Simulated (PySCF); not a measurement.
## As₃⁺: from structure and modes to constants

Method: PBE0 in PySCF with As def2-TZVP; no relativity; density-fitted integrals.

The singlet minimum has D3h symmetry. Masses (u): As 74.92160.

```xyz
3
charge 1 multiplicity 1, angstrom
As    0.6713   -1.1627    0.0000
As   -1.3426    0.0000    0.0000
As    0.6713    1.1627    0.0000
```

Harmonic wavenumbers (cm⁻¹): 282.1 (e', ×2), 387.7 (a1', ×1).

(1) Find the principal moments of inertia and the rotational constants. What kind of rotor is it?

(2) What is the harmonic zero-point energy?

(3) Find the vibrational entropy and heat capacity at 298.15 K.

Answers

(1) About the centre of mass I = 202.58, 202.58, 405.17 u Å². With B = 16.8576/I this gives 0.08321, 0.08321, 0.04161 cm⁻¹. The molecule is an oblate symmetric top.

(2) Half the sum of all 3 wavenumbers, 952/2 = 476 cm⁻¹, which is 5.7 kJ/mol (1 cm⁻¹ = 0.0119627 kJ/mol).

(3) With u = 1.43878 ω/T, each mode gives S = R[u/(eᵘ−1) − ln(1−e⁻ᵘ)] and C = R u² eᵘ/(eᵘ−1)².
| ω (cm⁻¹) | u | S (J/(mol K)) | C (J/(mol K)) |
| --- | --- | --- | --- |
| 282.1 (×2) | 1.361 | 6.36 | 7.14 |
| 387.7 | 1.871 | 4.22 | 6.26 |
The sums over all modes are S = 17.0 and C = 20.5 J/(mol K); the softest mode gives 38 % of the entropy (each member, where degenerate).

Other isomers or separated fragments may lie lower.
